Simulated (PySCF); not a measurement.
Si(Cl)2(Me)(NH2) (CH5Cl2NSi), SMILES C[Si](N)(Cl)Cl. Atoms are numbered in the order given.

```xyz
10

C      1.6506    -1.1765     0.3430
Si     0.0355    -0.3520    -0.0293
N     -1.1689    -1.4897    -0.4484
Cl     0.3794     1.0781    -1.5015
Cl    -0.6773     0.6767     1.6122
H      1.5303    -1.8920     1.1697
H      2.0208    -1.7160    -0.5428
H      2.4053    -0.4281     0.6245
H     -2.1401    -1.1984    -0.4799
H     -0.9706    -2.1820    -1.1631
```
Charge 0, spin multiplicity 1.

Geometry: PBE0-D3(BJ)/def2-SVP. The values are those of a single conformer.

Two levels are set side by side: PBE/pcSseg-1 (PySCF) and PBE0/pcSseg-1 (PySCF). GIAO shifts against HCl (³⁵Cl), NH3 (¹⁵N), TMS (²⁹Si), TMS (¹H), TMS (¹³C) at the same level; non-relativistic, no solvent, atoms listed together averaged. Without spin–orbit terms, shifts of atoms bonded to Cl or Br come out too high at both levels. Differences are taken from unrounded values.

```tsv
quantity	PBE0	PBE	PBE minus PBE0
δ(¹³C) of C1 (ppm)	7.8	8.3	0.5
δ(²⁹Si) of Si2 (ppm)	21.6	21.8	0.2
δ(¹⁵N) of N3 (ppm)	48.9	55.0	6.1
```

Rough cost on one machine, each run with all the roots and properties that it gave: PBE0 against PBE within a factor of 2.
